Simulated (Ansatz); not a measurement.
The inner images of a band of BClGeH$_{5}$NO (10 atoms, charge 0, multiplicity 1) are given out of order.

Theory: RKS LDA/def2-SVP in Ansatz.

Image 0:

```xyz
10
Properties=species:S:1:pos:R:3
N -0.408 1.208 0.960
B -0.963 -0.068 0.781
Cl -2.336 -0.535 1.806
O -0.526 -0.981 -0.121
Ge 0.915 -0.815 -1.156
H 0.340 1.581 0.370
H -0.785 1.867 1.643
H 0.669 -1.745 -2.355
H 2.150 -1.232 -0.330
H 1.028 0.669 -1.597
```

Image 6:

```xyz
10
Properties=species:S:1:pos:R:3
N -1.971 0.820 0.536
B -0.647 0.386 0.457
Cl 0.427 0.659 1.869
O -0.155 -0.227 -0.643
Ge 1.538 -0.799 -0.782
H -2.618 0.686 -0.244
H -2.356 1.284 1.358
H 1.577 -1.406 -2.197
H 1.799 -1.863 0.303
H 2.488 0.409 -0.654
```

Q: Put them in order from the first end to the last, with their energies above the first end.
A.
```xyz
10
Properties=species:S:1:pos:R:3
N -1.670 1.265 0.595
B -0.692 0.269 0.576
Cl -0.179 -0.443 2.136
O -0.147 -0.147 -0.589
Ge 1.421 -0.939 -0.897
H -1.967 1.721 -0.270
H -2.117 1.596 1.450
H 1.140 -1.988 -1.989
H 1.945 -1.563 0.411
H 2.349 0.178 -1.420
```
B.
```xyz
10
Properties=species:S:1:pos:R:3
N -0.727 1.333 0.715
B -0.884 -0.051 0.855
Cl -1.908 -0.639 2.188
O -0.319 -0.990 0.060
Ge 1.052 -0.881 -1.066
H -0.192 1.765 -0.041
H -1.173 1.989 1.358
H 0.584 -1.506 -2.393
H 2.203 -1.678 -0.423
H 1.446 0.607 -1.249
```
C.
```xyz
10
Properties=species:S:1:pos:R:3
N -1.024 1.431 0.672
B -0.841 0.048 0.757
Cl -1.169 -0.738 2.325
O -0.448 -0.712 -0.294
Ge 1.147 -0.955 -1.030
H -0.894 1.939 -0.205
H -1.351 1.992 1.460
H 0.880 -1.784 -2.298
H 2.042 -1.706 -0.019
H 1.741 0.435 -1.367
```
D.
```xyz
10
Properties=species:S:1:pos:R:3
N -1.351 1.415 0.640
B -0.773 0.144 0.660
Cl -0.614 -0.698 2.227
O -0.351 -0.444 -0.485
Ge 1.275 -0.981 -0.958
H -1.426 1.928 -0.241
H -1.722 1.886 1.465
H 1.050 -1.985 -2.103
H 1.993 -1.604 0.257
H 2.003 0.287 -1.460
```
E.
```xyz
10
Properties=species:S:1:pos:R:3
N -1.852 1.046 0.553
B -0.648 0.340 0.533
Cl 0.224 0.114 2.082
O -0.140 -0.161 -0.615
Ge 1.483 -0.876 -0.847
H -2.375 1.226 -0.306
H -2.258 1.425 1.409
H 1.319 -1.746 -2.107
H 1.865 -1.708 0.392
H 2.466 0.289 -1.091
```

A: B (+0.020 eV), C (+0.097 eV), D (+0.025 eV), A (-0.083 eV), E (-0.123 eV).

The run took 72 s on 2 threads of Intel(R) Xeon(R) Platinum 8488C (Sapphire Rapids), on a shared host, peak memory 0.18 GiB.
